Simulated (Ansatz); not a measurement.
CCl (SMILES [C]Cl), doublet, geometry from GFN2-xTB. Base run: PBE/def2-SVP run with Ansatz (a quantum-chemistry and plane-wave program).

Here is a job for Ansatz.
Ansatz 0.2 input:
```yaml
crystal:
  periodic: [false, false, false]
  atoms:
    - {symbol: C, position_ang: [-0.00000000, -0.00000000, -1.17524834]}
    - {symbol: Cl, position_ang: [0.00000000, 0.00000000, 0.41479353]}
basis:
  gaussian:
    orbitals: def2-SVP
hamiltonian:
  xc: pbe
magnetization: {spin_polarized: true, initial_magnetization: 1}
```

The base run was repeated with changes; each row names its change, and settings that it needs were set with it.

```csv
change,ΔE vs base (kcal/mol)
base,0.000
fitting.mean_field = def2-universal-JKFIT,-0.020
"point_charge = charge:-1.0 position_ang:0.0282, -0.5399, -4.1365",8.65
"point_charge = charge:0.5 position_ang:0.2157, 0.8027, 3.3227",3.75
"final_grid = 10, 20, 41",0.000
nuclear_model = gaussian,0.256
"final_grid = 4, 8, 17",0.025
lower_state_search = off,0.000
"point_charge = charge:1.0 position_ang:-3.1981, 0.1127, 1.6598",2.03
accuracy = high,0.001
lower_state_search = light,0.000
```
